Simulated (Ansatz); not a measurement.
Basis sets compared for Ta2O6H2 (the lowest singlet isomer of a short search). Charge 0, multiplicity 1. Geometry PBE-D4/def2-SVP. Ansatz on 4 threads of Arm Neoverse V1 on a shared host; times are rough, and most runs start from earlier orbitals.

```xyz
10

Ta   -0.978    0.478    0.139
Ta    1.847   -0.669    0.110
O     2.343   -1.384   -1.392
O     0.173   -1.363    0.938
O    -1.124   -1.527    0.269
O    -2.130    1.079   -1.257
O     0.929    0.957   -0.259
O    -1.483    1.232    1.620
H     3.318   -0.482    1.135
H    -2.894    1.679   -1.304
```

In the def2 sets Ta takes a core potential; there is no spin–orbit coupling. HSE06 is defined as in plane-wave codes, on full-range PBE exchange. The structure holds one bond between oxygen atoms, so isomers without such links may lie far lower. The structure comes from a short search, and lower isomers may exist.

Binding counts from free atoms (Ta quartet, O triplet, H doublet) in the same basis, without a counterpoise term.

```csv
level,functions,energy (Eh),HOMO (eV),LUMO (eV),binding per atom (eV),wall time
PBE-D4/def2-SVP,158,-566.1460,-7.22,-3.91,5.32,2.3 s
PBE-D4/def2-TZVP,278,-566.7195,-7.27,-3.98,5.30,3.7 s
PBE0-D4/def2-SVP,158,-565.9898,-8.92,-3.05,4.91,3.5 s
PBE0-D4/def2-TZVP,278,-566.5719,-8.92,-3.06,4.93,8.5 s
HSE06-D4/def2-TZVP (with forces),278,-566.5511,-8.51,-3.44,4.94,10 s
```

**Question.** Estimate the rows for PBE-D4/def2-TZVPD, PBE0-D4/def2-TZVPD, HSE06-D4/def2-TZVPD.

**Answer.** 
```
              level  functions  energy (Eh)  HOMO (eV)  LUMO (eV)  binding per atom (eV)  wall time
  PBE-D4/def2-TZVPD        344    -566.7244      -7.31      -4.02                   5.30        7 s
 PBE0-D4/def2-TZVPD        344    -566.5768      -8.94      -3.08                   4.94       12 s
HSE06-D4/def2-TZVPD        344    -566.5559      -8.53      -3.46                   4.94       12 s
```
